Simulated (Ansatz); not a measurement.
Reaction (atomization): `N[SiH2]N[SiH](N)Cl` → Cl• + 8 H• + 3 N• + 2 Si•

Program: Ansatz. Geometries: PBE0-D4/def2-TZVP. ΔE: electronic, gas phase. CCSD(T)/CBS adds triple-zeta CCSD(T) − MP2 to the extrapolated MP2 energy (def2 sets, frozen cores). This one scheme is used for every species, atoms too. Open shells (•) are unrestricted, without spin–orbit coupling. Spin–orbit coupling would lower the free atoms: a little for Cl, Si. Each species was taken in one conformer, which may not be the lowest.

| species | SCS-MP2/def2-TZVPP energy (Eh) |
| --- | --- |
| `N[SiH2]N[SiH](N)Cl` | -1206.74929 |
| Cl• | -459.63520 |
| H• | -0.49981 |
| N• | -54.49155 |
| Si• | -288.90966 |

Q: Work out ΔE.

A: ΔE = 8 × (-0.49981) + 3 × (-54.49155) + 2 × (-288.90966) + (-459.63520) − (-1206.74929) = 1.82164 Eh = +49.57 eV. CCSD(T)/CBS gives +50.48 eV.

Largest T1 diagnostic among the species: 0.012.

From PBE to PBE0 (25 % exact exchange), in def2-TZVPP and without D4, ΔE moves by −0.73 eV: exact exchange takes away binding that semilocal exchange gives to molecules. The D4 term adds +0.66 eV with B3LYP and +0.35 eV with PBE0; it sums over pairs of atoms, weighted by their polarisabilities, and B3LYP, whose exchange is more repulsive, gets the larger term. In def2-TZVPP, CCSD(T) changes the Hartree–Fock value by +13.47 eV (the triples alone add +0.73 eV) and MP2 by +14.10 eV; breaking electron pairs costs correlation energy, which Hartree–Fock lacks.

B3LYP here is the variant with VWN-RPA as its local correlation; programs differ in this.

For atomizations the MP2-based limit and the directly extrapolated one differ by several kJ/mol either way, and by 10 to 25 for some Ge, Se and Sn compounds, so smaller differences from it don't rank the levels.
